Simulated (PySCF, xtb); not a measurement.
ScCl2, SMILES [Cl][Sc+][Cl], charge +1.

Harmonic wavenumbers (cm⁻¹) from GFN2-xTB run with xtb at its own minimum, in rising order: 32, 301, 393.

Q: What does PBE0-D3(BJ)/def2-TZVP (PySCF 2.14.0) give at its own minimum? (The exact figures need the calculation; the answer reports its results.)

A: 106, 487, 540. Paired by order, the mean absolute difference is 136 cm⁻¹ and the zero-point energies are 1.0 and 1.6 kcal/mol.
